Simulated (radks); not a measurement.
The numbers below are computed, except where a source is named.
Question: Excited configurations of Mg III: one electron is placed in a higher orbital outside [He] 2s2 2p5. The ground configuration is [Ne]. Code: a radial shooting solver on a logarithmic mesh with Libxc functionals. Model: non-relativistic Kohn-Sham, LDA (Slater exchange, Perdew-Wang correlation), spin-unpolarised, spherical densities, point nucleus. Excitation = E - E(ground); binding = E(ion) - E, where the ion is the core of charge +3; n* = 3/sqrt(2 binding) in atomic units, and the quantum defect is n - n*.

outer orbital  excitation (eV)  binding (eV)     n*  quantum defect  eigenvalue (eV)  <r> (bohr)
4p                      70.518        10.787  3.369           0.631           -9.138       5.452
4f                      73.687         7.619  4.009          -0.009           -6.164       6.029
6s                      76.464         4.842  5.029           0.971           -4.211       12.94
6p                      76.926         4.379  5.288           0.712           -3.799       14.02
7s                      77.886         3.420  5.984           1.016           -2.991       18.41
7f                      78.678         2.628  6.826           0.174           -2.277       22.02

Estimate the row for 4d.

Answer: excitation (eV) 73.045; binding (eV) 8.260; n* 3.850; quantum defect 0.150; eigenvalue (eV) -6.873; <r> (bohr) 6.479. The Delta-SCF ionisation energy is 81.305 eV (NIST Atomic Spectra Database: 80.144 eV, measured). Self-interaction in the functional shifts the binding energies and quantum defects, so they are the method's values and not measured ones. Spin polarisation and multiplet splitting are left out, so open shells lie too high by an amount that depends on their filling.

Beside tabulated values, note that spin-unpolarised runs miss the spin-polarisation part of the exchange energy of open shells.
